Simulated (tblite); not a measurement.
Species: C₇H₁₃PS.
Geometry (GFN2-xTB, Å), atoms numbered from 1 in this order:
```xyz
22
C7H13PS angstrom
C      2.979   -0.933   -0.742
C      2.275   -0.695    0.197
C      1.396   -0.383    1.292
P     -0.097    0.583    0.751
C      0.652    2.089    0.010
S     -1.335    0.927    2.204
C     -0.792   -0.372   -0.692
C     -1.952    0.424   -1.273
C     -1.248   -1.737   -0.193
H      3.614   -1.155   -1.547
H      1.906    0.237    2.040
H      1.040   -1.290    1.790
H      1.250    2.579    0.779
H     -0.144    2.768   -0.291
H      1.280    1.836   -0.842
H      0.006   -0.487   -1.434
H     -2.677    0.643   -0.489
H     -2.451   -0.148   -2.053
H     -1.611    1.364   -1.702
H     -1.797   -2.262   -0.972
H     -1.905   -1.614    0.668
H     -0.398   -2.353    0.098
```

Computed values, GFN2-xTB/tblite, gas phase, harmonic and unscaled. Errors from tens to a few hundred cm⁻¹ against measured bands are possible. One conformer, not necessarily the lowest.

Harmonic wavenumbers (cm⁻¹): 31.8, 59.1, 93.0, 136.2, 146.4, 165.1, 185.5, 199.2, 211.9, 229.2, 248.1, 295.4, 303.1, 327.2, 381.5, 429.9, 567.4, 637.1, 638.2, 695.1, 728.5, 757.4, 780.7, 853.6, 858.7, 924.2, 940.9, 981.7, 1000.0, 1020.1, 1073.2, 1133.5, 1165.9, 1177.0, 1227.1, 1282.7, 1302.8, 1391.2, 1404.2, 1413.0, 1416.6, 1432.4, 1482.7, 1488.8, 1492.7, 1500.5, 2284.1, 2908.7, 2915.4, 2931.4, 2990.1, 3003.5, 3006.8, 3012.2, 3014.2, 3017.3, 3022.2, 3027.4, 3027.7, 3397.9.

A = 1410, B = 948.3, C = 792.6 MHz; mass 160.048 u (most abundant isotopes); point group C1, symmetry number 1.

Question: Zero-point energy?

Answer: Half the sum of the wavenumbers: 38885 cm⁻¹ = 465.16 kJ/mol.

Question: What is S at 200 K and 1 bar for an ideal gas of classical rigid rotors and harmonic oscillators?

Answer: Translation 163.86, rotation 120.94, vibration 116.76: S = 401.6 J/(mol K).

Question: And Cp and H(200 K) − H(0)?

Answer: Cp = 155.01 J/(mol K), of which vibrations give 121.75 (their classical limit is 60 R = 498.9); H(200 K) − H(0) = 19.40 kJ/mol without the zero-point energy, 12.75 from vibrations.

Question: Blend soft modes into free rotors: weight 1/[1 + (100 cm⁻¹/ν̃)⁴] for the oscillator and the rest for a rotor with moment μB/(μ + B), μ = h/(8π²ν), B = 10⁻⁴⁴ kg m². What vibrational entropy results?

Answer: 108.57 J/(mol K) in place of 116.76, which changes −T·S at 200 K by +1.64 kJ/mol.

Question: How do the functions run with temperature in this model?

Answer: 
```tsv
T (K)	S (J/(mol K))	Cp (J/(mol K))	H − H(0) (kJ/mol)	G − H(0) (kJ/mol)	ln q(vib)
150	360.6	130.6	12.25	-41.84	4.45
250	438.7	178.6	27.74	-81.93	8.27
298.15	472.1	201.1	36.88	-103.87	10.05
400	537.5	245.5	59.67	-155.33	13.68
600	650.8	313.8	116.02	-274.47	20.37
900	791.9	381.4	221.06	-491.61	29.43
```

q(vib) and H(0) count from the zero-point level.

Hindered rotation and anharmonicity are outside this model. Other conformers, if any are populated, would add a mixing term that is left out. The structure is chiral; the term R ln 2 for an equal mix with its mirror image is left out.

Hardware: Arm Neoverse V1, one thread, no GPU, on a shared host. Cost: 1.1 s of wall time. This covers the Hessian and the dipole derivatives.
